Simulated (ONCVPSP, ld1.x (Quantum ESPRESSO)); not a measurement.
**Potentials for lead (Pb) compared**

Generated with ld1.x 7.5 (TM, RRKJ, ultrasoft, PAW), atompaw 4.2 or ONCVPSP 4.0.1. The cutoff is in Ry: for ld1.x and atompaw files where the sum of valence levels is converged to 10 mRy in a Bessel basis, for ONCV files where the hardest occupied wave has 1 mHa per electron of residual kinetic energy. The error is the largest all-electron minus pseudo excitation energy over each file’s own four to seven test configurations (ionisations up to +4, promotions, holes and added fractions of an electron), all of which were solved. The labels leave out finer settings (local radius, basis sizes, second energies), which also bear on the numbers. Spin-polarised tests are not counted. The rows are a selection from randomly drawn settings: files with unsolved tests, undetermined cutoffs or missed reference levels are left out.

A true bound ghost makes a file unfit for plane-wave use even where its test errors are small: the radial tests pick states by their node count and pass the ghost by.

| potential | cutoff (Ry) | largest error (meV) | bound ghosts |
| --- | --- | --- | --- |
| ONCV, LDA (Perdew-Wang 92), scalar-relativistic, rc 2.00/2.25/1.15 (spd), local smoothed, core correction yes, reference 5d10 6s2 6p1.75, qcut 2.5/3.8/8, projectors 2/2/3 | 93 | -117 | s, p, d |
| ONCV, PW91, fully relativistic, rc 1.35/1.55/1.40/1.70 (spdf), local smoothed, core correction yes, reference 5s2 5p6 5d10 6s2 6p1, qcut 8.1/11.3/6.9/6.9, projectors 3/2/1/3 | 77 | -3.9 | f7/2, f5/2 |
| TM, LDA (PZ), scalar-relativistic, rc 1.75/2.20 (sp), local s, core correction yes, reference 6s2 6p2 | 25 | -597 | none |

Problem. Fill in the row for Pb: ONCV, LDA (Perdew-Zunger), scalar-relativistic, rc 1.75/2.80/1.40 (spd), local smoothed, core correction yes, reference 5d10 6s1.5 6p2.5, qcut 3.5/2.7/8, projectors 2/3/2.

Solution. cutoff 50 Ry, largest error -204 meV, bound ghosts: s.

Problem. Fill in the row for Pb: RRKJ, Wu–Cohen, scalar-relativistic, rc 1.85/2.35/1.85 (spd), local p, core correction yes, reference 5d10 6s2 6p1.5.

Solution. cutoff 45 Ry, largest error -230 meV, bound ghosts: none.
